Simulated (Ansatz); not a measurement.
Z-matrix (Å, degrees):
```
N
In 1 2.012
H 1 1.010 2 116.5
H 1 1.011 2 114.7 3 -129.0
O 2 1.981 1 115.3 3 153.0
S 2 2.379 1 125.8 3 -33.0
H 5 0.960 2 113.4 1 173.8
H 6 1.344 2 93.4 1 2.1
```

The species carries charge 0 and has multiplicity 1. In: def2 effective core potential.

(1) List the ωB97M-V/def2-TZVPP orbital energies in eV (the Gaussian-basis code of Ansatz). (Estimate.)

Answers

(1) The calculation gave: Occupied: -2426.85, -525.45, -394.29, -220.81, -163.91, -163.85, -163.75, -131.45, -87.91, -87.68, -87.61, -29.54, -26.34, -24.62, -24.28, -24.24, -24.08, -23.82, -22.43, -15.88, -15.54, -13.96, -13.48, -11.83, -11.17, -10.68, -10.06, -9.68. Lowest empty: 0.42, 0.95, 1.24, 1.66, 2.54, 2.89, 4.01, 4.34.
